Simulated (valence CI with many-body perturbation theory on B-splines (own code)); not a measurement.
Values are calculated unless marked as measured or tabulated.
**Energy levels of K13+**

Level of theory: valence CI with perturbative core correlation (CI+MBPT): four valence electrons over a frozen Dirac-Fock core [He], radial functions for each j: 11 s, 11 p, 9 d, 7 f, 5 g, 2 h, 1 i, with the one-electron correlation potential Σ1 (screened to all orders), the two-electron term Σ2, the three-electron term Σ3, Breit, model QED; selected single and double excitations, second order for the rest (own B-spline code, finite nucleus).

No measured spectrum was set against this ion. As an estimate, levels of excited configurations hold to 0.05 to 0.15 % of their energy, terms of the ground configuration to about 0.5 %.

Levels 1 to 45 of 89, with energies above the lowest level, 2s²2p² ³P_0. "Leading %" is the weight of the configuration and term that name the level; weights of strongly mixed levels are sums over their largest components and can fall short.

```
No.  Configuration  Term  J  E (eV)  Leading %      g  Second component
  1         2s²2p²    ³P  0    0.00         96                         
  2         2s²2p²    ³P  1    1.64         99  1.499                  
  3         2s²2p²    ³P  2    3.50         95  1.479                  
  4         2s²2p²    ¹D  2   11.91         95  1.018                  
  5         2s²2p²    ¹S  0   22.22         93               4 % 2p⁴ ¹S
  6          2s2p³   ⁵S°  2   31.06        100  1.998                  
  7          2s2p³   ³D°  2   56.88         96  1.179                  
  8          2s2p³   ³D°  1   56.97         97  0.523                  
  9          2s2p³   ³D°  3   57.16        100  1.332                  
 10          2s2p³   ³P°  0   66.65        100                         
 11          2s2p³   ³P°  1   66.73         97  1.478                  
 12          2s2p³   ³P°  2   66.97         95  1.483                  
 13          2s2p³   ¹D°  2   83.92         99  1.003                  
 14          2s2p³   ³S°  1   84.07         95  1.958                  
 15          2s2p³   ¹P°  1   93.68         95  1.036                  
 16            2p⁴    ³P  2  127.74         96  1.486                  
 17            2p⁴    ³P  1  130.29         98  1.499                  
 18            2p⁴    ³P  0  130.97         97                         
 19            2p⁴    ¹D  2  137.51         96  1.011                  
 20            2p⁴    ¹S  0  155.65         94            4 % 2s²2p² ¹S
 21        2s²2p3s   ³P°  0  445.46         96                         
 22        2s²2p3s   ³P°  1  446.01         84  1.438  12 % 2s²2p3s ¹P°
 23        2s²2p3s   ³P°  2  449.01         95  1.499                  
 24        2s²2p3s   ¹P°  1  451.14         84  1.059  12 % 2s²2p3s ³P°
 25        2s²2p3p    ³D  1  459.98         49  0.769   44 % 2s²2p3p ¹P
 26        2s²2p3p    ³D  1  462.26         42  0.922   35 % 2s²2p3p ¹P
 27        2s²2p3p    ³D  2  462.45         91  1.173                  
 28        2s²2p3p    ³D  3  464.95         95  1.333                  
 29        2s²2p3p    ³P  0  465.00         86           7 % 2s2p²3s ³P
 30        2s²2p3p    ³S  1  465.40         48  1.632   26 % 2s²2p3p ³P
 31        2s²2p3p    ³P  1  466.90         56  1.675   35 % 2s²2p3p ³S
 32        2s²2p3p    ³P  2  467.50         82  1.468    7 % 2s2p²3s ³P
 33        2s²2p3p    ¹D  2  471.93         91  1.023                  
 34        2s2p²3s    ⁵P  1  476.83         98  2.495                  
 35        2s²2p3p    ¹S  0  477.37         93                         
 36        2s2p²3s    ⁵P  2  478.14         99  1.831                  
 37        2s²2p3d   ³F°  2  478.15         73  0.751  23 % 2s²2p3d ¹D°
 38        2s²2p3d   ³F°  3  479.70         89  1.096   6 % 2s²2p3d ³D°
 39        2s2p²3s    ⁵P  3  479.77         98  1.664                  
 40        2s²2p3d   ¹D°  2  480.37         58  1.014  18 % 2s²2p3d ³F°
 41        2s²2p3d   ³F°  4  481.84         96  1.249                  
 42        2s²2p3d   ³D°  1  482.52         77  0.673  14 % 2s²2p3d ³P°
 43        2s²2p3d   ³D°  2  483.39         50  1.198  26 % 2s²2p3d ³P°
 44        2s²2p3d   ³D°  3  484.69         88  1.311   7 % 2s²2p3d ³F°
 45        2s2p²3s    ³P  0  485.08         90           8 % 2s²2p3p ³P
```

Names give the largest LS component (configuration and term), which can be under half, so a name can repeat, a term be missing and a line seem to break the LS rules; names also repeat where a configuration has a term twice.

The ionisation energy to 2s²2p ²P°1/2 of the next ion comes out as 786.82 eV (NIST: 786.3 ± 0.3 eV (semi-empirical)). All 89 levels together are meant to be complete up to 516.73 eV.
